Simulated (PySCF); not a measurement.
TlI, SMILES [Tl][I].

Coordinates come from a PBE-D3(BJ)/def2-TZVP optimisation. The def2 effective core potentials stand for the cores of I, Tl; spin–orbit coupling is left out.

Level of theory: PySCF 2.14.0 with PBE-D3(BJ)/def2-TZVP.

Frequencies are harmonic and unscaled.

Computed normal modes with their intensities:
```csv
mode,ν (cm⁻¹),IR (km/mol),moving atoms (share of kinetic energy)
1,143,19.8,"I 62 %, Tl 38 %"
```
